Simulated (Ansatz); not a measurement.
BH6NO2Si, SMILES `N[SiH](O)BO` at its PBE0-D4/def2-TZVP geometry, where that method's forces vanish. The species carries charge 0 and has multiplicity 1.

```csv
atom,x (Å),y (Å),z (Å)
N1,0.850,-1.068,1.243
Si2,0.234,0.433,0.681
O3,1.319,1.471,-0.028
B4,-1.241,0.008,-0.647
O5,-0.899,0.026,-1.961
H6,1.405,-1.118,2.083
H7,1.093,-1.809,0.606
H8,-0.204,1.154,1.903
H9,1.443,1.358,-0.972
H10,-2.377,-0.265,-0.351
H11,-1.624,-0.190,-2.556
```

Question: For each bond, give half the difference of the two atoms' forces along it (eV/Å; positive pushes the atoms apart) under PBE-D4, r2SCAN-D4, B3LYP-D4, ωB97M-V in def2-TZVPP. (Best estimate.)

Answer: The calculation gave: 
```json
{"bond": "N1–Si2", "length (Å)": "1.718", "PBE-D4": "0.04", "r2SCAN-D4": "0.02", "B3LYP-D4": "0.09", "ωB97M-V": "0.08"}
{"bond": "N1–H6", "length (Å)": "1.007", "PBE-D4": "0.19", "r2SCAN-D4": "0.01", "B3LYP-D4": "-0.02", "ωB97M-V": "-0.04"}
{"bond": "N1–H7", "length (Å)": "1.007", "PBE-D4": "0.20", "r2SCAN-D4": "0.02", "B3LYP-D4": "-0.02", "ωB97M-V": "-0.03"}
{"bond": "Si2–O3", "length (Å)": "1.660", "PBE-D4": "0.31", "r2SCAN-D4": "0.06", "B3LYP-D4": "0.13", "ωB97M-V": "0.11"}
{"bond": "Si2–B4", "length (Å)": "2.030", "PBE-D4": "-0.27", "r2SCAN-D4": "-0.09", "B3LYP-D4": "-0.05", "ωB97M-V": "-0.08"}
{"bond": "Si2–H8", "length (Å)": "1.485", "PBE-D4": "0.07", "r2SCAN-D4": "-0.03", "B3LYP-D4": "-0.14", "ωB97M-V": "-0.17"}
{"bond": "O3–H9", "length (Å)": "0.959", "PBE-D4": "0.35", "r2SCAN-D4": "0.01", "B3LYP-D4": "-0.02", "ωB97M-V": "-0.06"}
{"bond": "B4–O5", "length (Å)": "1.358", "PBE-D4": "0.34", "r2SCAN-D4": "0.22", "B3LYP-D4": "0.16", "ωB97M-V": "0.22"}
{"bond": "B4–H10", "length (Å)": "1.206", "PBE-D4": "-0.01", "r2SCAN-D4": "-0.06", "B3LYP-D4": "-0.14", "ωB97M-V": "-0.14"}
{"bond": "O5–H11", "length (Å)": "0.962", "PBE-D4": "0.39", "r2SCAN-D4": "0.00", "B3LYP-D4": "-0.02", "ωB97M-V": "-0.10"}
```

B3LYP here is the variant with VWN-RPA as its local correlation; programs differ in this.

Results of the Gaussian-basis code of Ansatz.
